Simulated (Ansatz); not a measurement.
Geometry optimisation, RKS BLYP-D4/def2-SVP (Ansatz 0.2.0).

The input (input.yaml):

```yaml
crystal:
  periodic: [false, false, false]
  atoms:
    - { symbol: C, position_ang: [-0.7131, 0.7742, -0.4314] }
    - { symbol: Si, position_ang: [-0.1161, -0.7135, 0.4054] }
    - { symbol: Se, position_ang: [1.8183, -0.2165, 1.4416] }
    - { symbol: Br, position_ang: [0.3138, -2.3165, -1.1297] }
    - { symbol: H, position_ang: [-0.9313, 1.6078, 0.2926] }
    - { symbol: H, position_ang: [-1.7169, 0.5965, -0.9557] }
    - { symbol: H, position_ang: [0.0072, 1.1723, -1.1856] }
    - { symbol: H, position_ang: [-1.0568, -1.1591, 1.3889] }
    - { symbol: H, position_ang: [2.4835, 0.2085, 0.1568] }
basis:
  gaussian: { orbitals: def2-SVP }
hamiltonian:
  xc: blyp
  dispersion: d4
relax:
  f_tol: 0.02
  max_steps: 50
```

Run as:

```bash
$ ansatz run input.yaml --threads 2 --pin off --max-ram 3072MiB --backend cpu --events-out ev --progress --plain --runs-dir out
```

Question: Where does it end, and by what steps?

Answer: The forces met the threshold. The force dipped under the threshold on the way, but the program's further checks kept it going. After 7 steps the energy has fallen by 0.214 eV; H9 moved furthest, 0.19 Å.

```tsv
step	energy less start (eV)	largest force component (eV/Å)	accepted
0	0.0000	1.717	yes
1	-0.1487	0.900	yes
2	-0.2054	0.343	yes
3	-0.2104	0.087	yes
4	-0.2124	0.043	yes
5	-0.2129	0.049	yes
6	-0.2135	0.006	yes
7	-0.2136	0.011	yes
```

```xyz
9
Properties=species:S:1:pos:R:3
C -0.753 0.818 -0.484
Si -0.076 -0.713 0.384
Se 1.902 -0.283 1.502
Br 0.147 -2.350 -1.179
H -0.917 1.630 0.253
H -1.714 0.582 -0.985
H -0.039 1.176 -1.252
H -0.991 -1.229 1.449
H 2.531 0.324 0.295
```

Whether the end is a true minimum wasn't checked by a vibrational analysis.

Run time: 15 s on 2 threads of Intel(R) Xeon(R) Platinum 8488C (Sapphire Rapids) (shared host), peak memory 0.19 GiB.
